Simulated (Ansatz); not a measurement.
`C/N=[C]1/[BH][GaH]1`, relaxed with RKS PBE0-D4/def2-TZVP in the Gaussian-basis code of Ansatz from a PBE-D4/def2-SVP geometry. The force threshold is 0.005 eV/Å; the program also tests the step.

Total charge 0; spin multiplicity 1.

Start:

```xyz
10

C     0.327   -1.389    1.253
N     0.305   -1.019   -0.144
C     0.476    0.088   -0.657
B     0.580    1.372   -1.334
Ga   -1.326    1.744   -1.219
H     0.396   -0.511    1.935
H     1.191   -2.060    1.440
H    -0.585   -1.972    1.498
H     1.524    1.989   -1.765
H    -2.889    1.757   -1.007
```

```
         step  energy (eV)  largest force (eV/Å)  largest move (Å)
            1  -56687.0818                 1.097             0.000
            2  -56687.1299                 0.174             0.042
            3  -56687.1338                 0.102             0.027
 4 (rejected)  -56687.1335                 0.176             0.032
            5  -56687.1347                 0.028             0.015
            6  -56687.1349                 0.058             0.025
            7  -56687.1351                 0.018             0.010
            8  -56687.1352                 0.023             0.011
            9  -56687.1355                 0.035             0.048
           10  -56687.1356                 0.047             0.111
           11  -56687.1359                 0.037             0.011
           12  -56687.1360                 0.017             0.004
13 (rejected)  -56687.1359                 0.020             0.009
           14  -56687.1360                 0.004             0.004
           15  -56687.1360                 0.005             0.016
           16  -56687.1360                 0.002             0.008
```

End:

```xyz
10

C     0.284   -1.329    1.207
N     0.253   -1.014   -0.203
C     0.484    0.084   -0.682
B     0.626    1.374   -1.299
Ga   -1.279    1.662   -1.137
H     0.388   -0.434    1.831
H     1.121   -2.004    1.400
H    -0.631   -1.861    1.475
H     1.566    1.965   -1.712
H    -2.812    1.555   -0.879
```

It took 58 s on 4 threads of a server CPU on a shared host, with 0.6 GiB of host memory at the peak.
